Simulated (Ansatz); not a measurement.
```xyz
7

N     1.158    0.001    0.279
Ge   -0.602   -0.140   -0.206
S    -1.839   -0.230    1.618
H     1.818   -0.125   -0.476
H     1.391    0.839    0.794
H    -0.720   -1.418   -1.051
H    -1.205    1.073   -0.956
```

Charge 0, multiplicity 2.

Question: List the B3LYP/def2-TZVPP orbital energies in eV (the Gaussian-basis code of Ansatz). (Estimate.)

Answer: Ansatz gave: α occupied: -10850.80, -2418.31, -1355.13, -1206.05, -1206.03, -1206.02, -389.28, -216.23, -169.72, -161.00, -160.68, -160.53, -120.01, -119.94, -119.93, -33.58, -33.55, -33.53, -33.46, -33.45, -23.14, -19.46, -14.82, -13.38, -11.01, -10.05, -9.16, -8.25, -7.35, -7.29. α empty: 0.12, 0.21, 0.90, 1.88, 2.13, 2.46, 4.70, 5.07. β occupied: -10850.80, -2418.15, -1355.13, -1206.05, -1206.03, -1206.02, -389.28, -216.09, -169.71, -160.59, -160.51, -160.44, -120.00, -119.94, -119.93, -33.58, -33.55, -33.52, -33.46, -33.45, -23.14, -18.47, -14.62, -13.37, -10.91, -9.85, -8.90, -7.33, -6.97. β empty: -4.66, 0.21, 0.32, 0.92, 2.00, 2.19, 2.49, 4.87. ⟨S²⟩ = 0.754.

B3LYP here is the variant with VWN-RPA as its local correlation; programs differ in this.
